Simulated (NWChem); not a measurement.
A series in which one site is exchanged, each optimised at PBE0/def2-SVP with NWChem, gas phase unless a solvent is named. For some, no frequency run checked for a minimum. def2 effective core potentials on I, Au; no spin-orbit coupling.

A: [NH3]->[Au][Br] (AuNH$_{3}$Br; site = Br)
B: [NH3]->[Au][F] (AuNH3F; site = F)
C: [NH3]->[AuH] (AuNH4; site = H)
D: [NH3]->[Au][I] (AuNH3I; site = I)

Values for A:

```
Item                                                       Value
---------------------------------------------------------  -----
dipole (D), PBE0/def2-SVP                                   8.85
orbital gap (eV), PBE0/def2-SVP                             5.80
vertical ionisation energy, ΔSCF, CAM-B3LYP/def2-SVP (eV)   8.84
```

**Question.** How do these values change for the other members?

**Answer.** 
```
change from A                                                  B      C      D
---------------------------------------------------------  -----  -----  -----
dipole (D), PBE0/def2-SVP                                  -0.26  -2.66  -0.01
orbital gap (eV), PBE0/def2-SVP                            +0.95  +0.73  -0.50
vertical ionisation energy, ΔSCF, CAM-B3LYP/def2-SVP (eV)  +0.98  +0.05  -0.53
```
